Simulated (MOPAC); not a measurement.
Input for MOPAC: AM1 on ClGeH3 (SMILES [Cl][GeH3]), a point of a bond scan (R = 2.070 Å).

```
AM1 1SCF PRECISE CHARGE=0 THREADS=1
ClGeH3

Ge    -0.68437382 1     0.03163627 1     0.00355747 1
Cl     1.48817264 1    -0.06879314 1    -0.00773572 1
H     -1.20440901 1     1.96896210 1    -0.50578025 1
H     -1.14315274 1    -0.32666519 1     1.42174700 1
H     -1.18623477 1    -0.98290436 1    -1.03034895 1
```

It printed:

```
*******************************************************************************
 **                                                                           **
 **                              MOPAC v23.2.5                                **
 **                                                                           **
 *******************************************************************************
 ** MOPAC's Digital Object Identifier: https://doi.org/10.5281/zenodo.6511958 **
 **                                                                           **
 ** Please cite the open-source release paper for use of this MOPAC version:  **
 ** J. E. Moussa and J. J. P. Stewart (2026)                                  **
 ** MOPAC: An open-source semiempirical molecular orbital program             **
 ** J. Open Source Softw., 11(119), 8025, https://doi.org/10.21105/joss.08025 **
 *******************************************************************************

                              AM1 CALCULATION RESULTS

 *******************************************************************************
 *  AM1        - The AM1 Hamiltonian to be used
 *
 *
 *
 *                 CHARGE ON SYSTEM = 0
 *
 *
 *
 *  PRECISE    - TIGHTER CRITERIA TO BE USED
 *  1SCF       - DO 1 SCF AND THEN STOP
 *  THREADS=1  - MULTI-THREADING NOT USED
 *  T=         - A TIME OF 172800.0 SECONDS REQUESTED
 *  DUMP=N     - RESTART FILE WRITTEN EVERY 7200.0 SECONDS REQUESTED
 *******************************************************************************
AM1 1SCF PRECISE CHARGE=0 THREADS=1
 ClGeH3

   ATOM   CHEMICAL          X               Y               Z
  NUMBER   SYMBOL      (ANGSTROMS)     (ANGSTROMS)     (ANGSTROMS)

     1      Ge         -0.68437382  *   0.03163627  *   0.00355747  *
     2      Cl          1.48817264  *  -0.06879314  *  -0.00773572  *
     3       H         -1.20440901  *   1.96896210  *  -0.50578025  *
     4       H         -1.14315274  *  -0.32666519  *   1.42174700  *
     5       H         -1.18623477  *  -0.98290436  *  -1.03034895  *



          CARTESIAN COORDINATES

    NO.       ATOM           X           Y           Z

     1        Ge         -0.6844      0.0316      0.0036
     2        Cl          1.4882     -0.0688     -0.0077
     3         H         -1.2044      1.9690     -0.5058
     4         H         -1.1432     -0.3267      1.4217
     5         H         -1.1862     -0.9829     -1.0303

  H: (AM1): M.J.S. DEWAR ET AL, J. AM. CHEM. SOC. 107 3902-3909 (1985)
 Cl: (AM1): M.J.S. DEWAR AND E. G. ZOEBISCH, THEOCHEM, 180, 1 (1988).
 Ge: (AM1): M.J.S.Dewar and C.Jie, Organometallics, 8, 1544, (1989)

           Empirical Formula: H3 Ge Cl  =     5 atoms



      MOLECULAR POINT GROUP   :   Cs


      RHF CALCULATION, NO. OF DOUBLY OCCUPIED LEVELS = 7


 -------------------------------------------------------------------------------
 AM1 1SCF PRECISE CHARGE=0 THREADS=1
 ClGeH3



     1SCF WAS SPECIFIED, SO BFGS WAS NOT USED
     SCF FIELD WAS ACHIEVED


                              AM1 CALCULATION
                                                       MOPAC v23.2.5 Linux




          FINAL HEAT OF FORMATION =         10.98129 KCAL/MOL =      45.94573 KJ/MOL


          COSMO AREA              =        100.81 SQUARE ANGSTROMS
          COSMO VOLUME            =         87.39 CUBIC ANGSTROMS

          IONIZATION POTENTIAL    =         10.478510 EV
          HOMO LUMO ENERGIES (EV) =        -10.479 -0.923
          NO. OF FILLED LEVELS    =          7
          MOLECULAR WEIGHT        =        111.0667         POINT GROUP:  Cs

          MOLECULAR DIMENSIONS (Angstroms)

            Atom       Atom       Distance
            H     3   Cl     2     3.41328
            H     4    H     5     2.53876
            H     4    H     3     2.11835


          SCF CALCULATIONS        =          1





   ATOM   CHEMICAL          X               Y               Z
  NUMBER   SYMBOL      (ANGSTROMS)     (ANGSTROMS)     (ANGSTROMS)

     1      Ge         -0.68437382  *   0.03163627  *   0.00355747  *
     2      Cl          1.48817264  *  -0.06879314  *  -0.00773572  *
     3       H         -1.20440901  *   1.96896210  *  -0.50578025  *
     4       H         -1.14315274  *  -0.32666519  *   1.42174700  *
     5       H         -1.18623477  *  -0.98290436  *  -1.03034895  *

                             CARTESIAN COORDINATES

   1   Ge       -0.684373820     0.031636270     0.003557470
   2   Cl        1.488172640    -0.068793140    -0.007735720
   3    H       -1.204409010     1.968962100    -0.505780250
   4    H       -1.143152740    -0.326665190     1.421747000
   5    H       -1.186234770    -0.982904360    -1.030348950


           Empirical Formula: H3 Ge Cl  =     5 atoms



      MOLECULAR POINT GROUP   :   Cs


                  EIGENVALUES
 -36.03307 -15.79586 -13.23189 -12.83329 -12.26375 -11.23215 -10.47851  -0.92293
  -0.52143   0.42722   1.68725


              NET ATOMIC CHARGES AND DIPOLE CONTRIBUTIONS

  ATOM NO.   TYPE          CHARGE      No. of ELECS.   s-Pop       p-Pop
    1         Ge           0.391608        3.6084     0.97443     2.63396
    2         Cl          -0.315484        7.3155     1.98472     5.33077
    3          H           0.034028        0.9660     0.96597
    4          H          -0.055076        1.0551     1.05508
    5          H          -0.055076        1.0551     1.05508
 DIPOLE           X         Y         Z       TOTAL
 POINT-CHG.    -3.123     0.832    -0.168     3.236
 HYBRID         0.463    -0.378     0.093     0.605
 SUM           -2.660     0.454    -0.075     2.699


          ATOMIC ORBITAL ELECTRON POPULATIONS

     Atom    s        px        py        pz
    1 Ge   0.97443   0.70205   0.97936   0.95256
    2 Cl   1.98472   1.35435   1.98571   1.99070
    3  H   0.96597
    4  H   1.05508
    5  H   1.05508

 **********************
 *                    *
 * JOB ENDED NORMALLY *
 *                    *
 **********************




 == MOPAC DONE ==
```

The run finished.

Cost: around 0.020 core-seconds (rough).
